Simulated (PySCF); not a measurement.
A calculated (LDA, PySCF 2.14, aug-cc-pVDZ-DK, the spin-free X2C one-electron Hamiltonian (Gaussian nucleus)) atom or ion has these occupied shells.

```tsv
shell	electrons	orbital energy (eV)	rms radius, mean of both spins (bohr)
1s α	1	-680.39	0.205
1s β	1	-678.51	0.205
2s α	1	-48.812	1.07
2s β	1	-44.795	1.07
2p α	3	-30.059	1.12
2p β	1	-26.178	1.12
```

Problem. Name the element and its charge.

Solution. F⁺ (fluorine, charge +1), in [He] 2s2 2p4, high-spin 3P determinant.
